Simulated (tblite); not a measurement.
Species: C5H13BClN3.
Atom-mapped SMILES: `[CH3:1][C:2]([CH3:3])([CH3:4])[NH2+:5][B@-:6]([NH2:7])([Cl:8])[C:9]#[N:10]` (hydrogens: H11, H12, H13 on C1; H14, H15, H16 on C3; H17, H18, H19 on C4; H20, H21 on N5; H22, H23 on N7)
Bond orders are those of one Lewis drawing.

Computed with GFN2-xTB (tblite), gas phase: L-BFGS steps from a force-field or distance-geometry start until the largest atomic force falls under 0.01 eV/Å.

Geometry at step 12:
```
atom  x, y, z in Å
C1     -0.5912   -1.1401   -1.0281
C2     -0.8765   -0.1012    0.0644
C3     -1.9613   -0.6115    1.0303
C4     -1.3244    1.2376   -0.5545
N5      0.3574    0.1013    0.8896
B6      1.8521    0.3499    0.2430
N7      2.3225   -0.8407   -0.4383
Cl8     2.8295    0.7136    1.9014
C9      1.8714    1.6470   -0.5990
N10     1.8745    2.5975   -1.2379
H11    -1.5127   -1.6462   -1.3055
H12     0.1350   -1.8786   -0.7017
H13    -0.1815   -0.6708   -1.9192
H14    -2.8644   -0.8734    0.4886
H15    -1.6467   -1.4956    1.5827
H16    -2.2395    0.1549    1.7518
H17    -2.3131    1.5067   -0.1910
H18    -1.3738    1.1758   -1.6387
H19    -0.6387    2.0478   -0.3162
H20     0.2300    0.8840    1.5355
H21     0.5110   -0.7238    1.4727
H22     2.4884   -1.6711    0.1070
H23     3.0470   -0.7362   -1.1268
```

Task: What forces act on the atoms?

Result: 
```
atom  Fx (eV/Å)  Fy (eV/Å)  Fz (eV/Å)
  C1     -0.034      0.024      0.036
  C2      0.016     -0.019      0.053
  C3     -0.012      0.032     -0.023
  C4     -0.008     -0.065      0.076
  N5      0.041     -0.003     -0.010
  B6      0.112      0.048     -0.007
  N7     -0.111     -0.088     -0.103
 Cl8     -0.143      0.058      0.063
  C9     -0.112     -0.262      0.052
 N10      0.082      0.267     -0.123
 H11      0.013      0.020     -0.008
 H12     -0.115     -0.007      0.097
 H13      0.050      0.029      0.120
 H14     -0.018     -0.001     -0.120
 H15      0.104     -0.013     -0.095
 H16      0.122      0.039      0.027
 H17      0.020      0.063     -0.016
 H18      0.007     -0.023      0.077
 H19     -0.001     -0.106      0.030
 H20     -0.045     -0.075     -0.079
 H21     -0.055      0.050     -0.066
 H22      0.079      0.021      0.046
 H23      0.005      0.012     -0.026
```

The largest, 0.31 eV/Å, acts on N10; the rms over all components is 0.078 eV/Å. The forces sum to zero within rounding, as they must for an isolated molecule in no field.

Task: Give the force on N10 in Eh/bohr and in nN.

Result: 0.305 eV/Å ÷ 51.422 = 0.00594 Eh/bohr, and 0.305 eV/Å × 1.602 = 0.49 nN.

Task: How far is this geometry from the end of the optimisation?

Result: 0.228 eV above it, and 0.493 Å rms away after alignment. The bonds farthest from their final lengths, with half the difference of the two atoms' forces along the bond (positive lengthens):

```json
{"bond": "B6–Cl8", "now (Å)": "1.959", "final (Å)": "1.935", "force along bond (eV/Å)": "-0.03"}
{"bond": "C2–C4", "now (Å)": "1.541", "final (Å)": "1.525", "force along bond (eV/Å)": "-0.02"}
{"bond": "N5–B6", "now (Å)": "1.647", "final (Å)": "1.660", "force along bond (eV/Å)": "+0.04"}
{"bond": "C1–C2", "now (Å)": "1.534", "final (Å)": "1.524", "force along bond (eV/Å)": "-0.01"}
{"bond": "B6–N7", "now (Å)": "1.450", "final (Å)": "1.460", "force along bond (eV/Å)": "+0.04"}
{"bond": "C2–C3", "now (Å)": "1.540", "final (Å)": "1.530", "force along bond (eV/Å)": "-0.02"}
```

The angle farthest from its final value is B6–C9–N10, 178.9° against 175.8°.

Of the 6 listed bonds off by 0.010 Å or more, this force points towards the final length in 6.

What follows is the cost of the whole relaxation. Time: 9.5 s wall, 5.8 s CPU. Hardware: one thread of an Intel Xeon at 2.50 GHz, shared host with 64 logical CPUs at a one-minute load of 54.
